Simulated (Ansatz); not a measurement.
Relaxation of a periodic cell of 17 atoms, Si16Ge (host Si, host structure diamond, interstitial Ge), to a largest force component of 0.03 eV/Å in at most 60 steps.

These are results of DFT PBE, scalar-relativistic, plane waves, PAW in Ansatz 0.2.0, not measurements. Settings: PAW set soft_1, cutoff 420 eV, k mesh 2x2x2, gaussian smearing 0.05 eV, no spin polarisation.

```xyz
17
Lattice="0.0000 5.4300 5.4300 5.4300 0.0000 5.4300 5.4300 5.4300 0.0000" Properties=species:S:1:pos:R:3
Si 0.000 0.000 0.000
Si 1.357 1.357 1.357
Si 2.715 2.715 0.000
Si 4.072 4.072 1.357
Si 2.715 0.000 2.715
Si 4.072 1.357 4.072
Si 5.430 2.715 2.715
Si 6.787 4.072 4.072
Si 0.000 2.715 2.715
Si 1.357 4.072 4.072
Si 2.715 5.430 2.715
Si 4.072 6.787 4.072
Si 2.715 2.715 5.430
Si 4.072 4.072 6.787
Si 5.430 5.430 5.430
Si 6.787 6.787 6.787
Ge 7.494 8.896 7.471
```

Task: Where does it end, and by what steps?

Result: The forces met the threshold. Limits of this set-up: coarse k mesh, a small cell, in which the defect meets its images. After 5 steps the energy has fallen by 1.648 eV; Si12 moved furthest, 0.47 Å.

| step | energy less start (eV) | largest force component (eV/Å) | accepted |
| --- | --- | --- | --- |
| 0 | 0.0000 | 3.751 | yes |
| 1 | -1.2383 | 1.441 | yes |
| 2 | -1.6056 | 0.198 | yes |
| 3 | -1.6364 | 0.136 | yes |
| 4 | -1.6467 | 0.053 | yes |
| 5 | -1.6479 | 0.016 | yes |

```xyz
17
Lattice="0.0000 5.4300 5.4300 5.4300 0.0000 5.4300 5.4300 5.4300 0.0000" Properties=species:S:1:pos:R:3
Si 0.268 -0.263 0.267
Si 1.445 1.387 1.443
Si 2.630 2.805 0.026
Si 4.048 3.991 1.444
Si 2.838 0.135 2.837
Si 4.323 1.113 4.321
Si 5.303 2.597 2.836
Si 6.665 4.199 4.205
Si 0.027 2.805 2.629
Si 1.445 3.991 4.047
Si 2.630 5.408 2.629
Si 3.806 7.060 3.804
Si 2.838 2.597 5.300
Si 4.207 4.199 6.664
Si 5.180 5.686 5.179
Si 6.667 6.661 6.666
Ge 7.474 8.826 7.472
```

The run took 42 s on 1 thread of Arm Neoverse V2 (shared host), peak memory 0.54 GiB.
